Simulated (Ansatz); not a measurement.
The same redistribution along the group B, Al, Ga, In.

Isolated molecules relaxed with PBE0-D4/def2-TZVP in Ansatz; ΔE leaves out vibrations. CCSD(T)/CBS adds triple-zeta CCSD(T) − MP2 to the extrapolated MP2 energy (def2 sets, frozen cores). This one scheme is used for every species. DFT in def2-TZVPP. def2 core potentials past Kr. For Br, Ga, In, Zn outer-core shells are correlated without core-valence functions, which leaves a few kJ/mol of doubt a bond. Scalar relativity is left out up to krypton. Each species was taken in one conformer, which may not be the lowest.

```csv
reaction,CCSD(T)/CBS(def2) (kJ/mol)
`FB(F)Br` + `C[NH][ZnH]` → `CNB(F)F` + `[ZnH][Br]`,-205
`[F][Al]([F])[Br]` + `C[NH][ZnH]` → `C[NH][Al]([F])[F]` + `[ZnH][Br]`,-86
`[F][Ga]([F])[Br]` + `C[NH][ZnH]` → `C[NH][Ga]([F])[F]` + `[ZnH][Br]`,-79
`[F][In]([F])[Br]` + `C[NH][ZnH]` → `C[NH][In]([F])[F]` + `[ZnH][Br]`,?
```

Question: Fill in the missing values. (An estimate is asked.)

Answer: Computed: `[F][In]([F])[Br]` + `C[NH][ZnH]` → `C[NH][In]([F])[F]` + `[ZnH][Br]`: -36.2 kJ/mol.

Largest T1 diagnostic: 0.016, for `C[NH][In]([F])[F]`.
